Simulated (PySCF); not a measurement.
## AsO: from constants to spectrum

CAM-B3LYP constants of AsO, ²Π (doublet), unpaired electrons π ↑ (PySCF, no relativity, basis sets As aug-pcseg-1, O aug-pcseg-1; masses 74.9216 and 15.9949 u):

```
ωe              : 997.7 cm⁻¹
ωexe            : 3.42 cm⁻¹
Be              : 0.47705 cm⁻¹
αe              : 0.00258 cm⁻¹
D (centrifugal) : 4.36e-07 cm⁻¹
De to As + O    : 4.62 eV
```

**Question.** Give the vibrational terms G(v) and spacings up to v = 6.

**Answer.** G(v) = ωe(v+½) − ωexe(v+½)².

```tsv
v	G(v) (cm⁻¹)	G(v) − G(v−1)	Bv (cm⁻¹)
0	498.0		0.4758
1	1488.9	990.9	0.4732
2	2472.9	984.0	0.4706
3	3450.1	977.2	0.4680
4	4420.4	970.3	0.4654
5	5383.9	963.5	0.4629
6	6340.6	956.7	0.4603
```

**Question.** How well does the Morse estimate ωe²/(4ωexe) reproduce De, and what is D0?

**Answer.** It gives 9.02 eV, 195 % of the computed De. D0 = De − G(0) = 4.62 − 0.06 = 4.56 eV.

Spin–orbit coupling is left out. The state is the lowest determinant that a PBE0 search found; another state may lie lower at other levels.
